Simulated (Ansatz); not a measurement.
The same path of BrH + F3HSi (7 atoms, charge 0, multiplicity 1) was run twice with different band settings. Lost on the way: Si1–F2, H6–Br7. Made: Si1–Br7, F2–H6.

Computed with RKS CAM-B3LYP-D4/def2-SVP (Ansatz 0.2.0).

Relaxed end points:

```xyz
7
Properties=species:S:1:pos:R:3
Si -0.891 -0.683 0.069
F 0.639 -0.549 0.547
F -0.938 -1.805 -1.060
F -1.302 0.710 -0.581
H -1.748 -1.025 1.201
H 1.865 1.043 0.116
Br 2.375 2.310 -0.291
```

```xyz
7
Properties=species:S:1:pos:R:3
Si -0.781 0.113 -0.247
F 1.520 -0.904 0.989
F -0.332 -1.125 -1.154
F -2.138 0.671 -0.893
H -1.034 -0.253 1.144
H 2.055 -0.235 0.628
Br 0.711 1.733 -0.467
```

Common settings: movable images 7; climbing image yes; spring 5.0 eV/Å²; optimiser quadratic models (default); force threshold 0.03 eV/Å; iteration limit 60; end points relaxed.

| run | start path |
| --- | --- |
| 1 | through a guess of the saddle point |
| 2 | straight line |

(1) What does each run give, and how far can it be trusted?

## Answers

(1) Run 1: converged after 18 iterations, highest image 1.630 eV above the first end. A vibrational analysis at the climbing image gives one clearly imaginary mode, 745i cm⁻¹: a first-order saddle point.
Run 2: converged after 15 iterations, highest image 1.630 eV above the first end. Another band between the same ends (7 images) ends at a top of the same energy, where a vibrational analysis finds 1 clearly imaginary mode.
The orbitals stay closed-shell, which can raise the energy where a bond breaks towards radicals; this wasn't checked here.
